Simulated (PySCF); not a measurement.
Job for PySCF: R-HF/3-21G on CH4Si (SMILES C=[SiH2]).

```python
from pyscf import gto, scf, dft, mp
from pyscf.data.elements import chemcore

mol = gto.M(
    atom='''
    C    -0.92159943   -0.03239852   -0.03183755
    Si    0.77723114    0.02730913    0.02685067
    H    -1.54091860    0.77421232    0.33858324
    H    -1.45584739   -0.87953820   -0.44210731
    H     1.62824679   -1.06533440   -0.47476358
    H     1.51288747    1.17574968    0.58327453
    ''',
    basis='3-21g',
    charge=0, spin=0, verbose=3, max_memory=1800)
mf = scf.RHF(mol)
mf.conv_tol = 1e-8
mf.max_cycle = 100
mf.kernel()
if not mf.converged:
    mf = mf.newton().run(mf.mo_coeff, mf.mo_occ)
```

Task: What total energy does the run end on?

Result: -327.3014 hartree.
